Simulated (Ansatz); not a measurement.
Mulliken charges of AlFH2OZn, SMILES `[OH][AlH][Zn][F]` from r2SCAN/def2-TZVPP in Ansatz (PBE0-D4/def2-TZVP geometry).

| atom | x (Å) | y (Å) | z (Å) | charge (e) |
| --- | --- | --- | --- | --- |
| O1 | -1.281 | 1.048 | -0.556 | -0.435 |
| Al2 | 0.160 | 0.597 | 0.221 | 0.542 |
| Zn3 | 0.671 | -1.786 | 0.034 | 0.372 |
| F4 | 1.048 | -3.511 | -0.096 | -0.508 |
| H5 | -1.616 | 1.944 | -0.572 | 0.189 |
| H6 | 1.017 | 1.708 | 0.969 | -0.161 |

Problem. By hand: the dipole of these point charges (1 e Å = 4.8032 D).

Solution. Σ q r = (-0.108, 1.079, 0.159) e Å, of length 1.096 e Å = 5.26 D.

Problem. How does the dipole of the full density compare? (Best estimate.)

Solution. Ansatz gave: (-0.125, 0.807, 0.092) e Å, 3.95 D; the point charges give 1.33 times that, at 4° from its direction.

Point charges leave out the atoms' own dipoles, such as those of lone pairs, and Mulliken's split depends on the basis, so the two needn't agree.
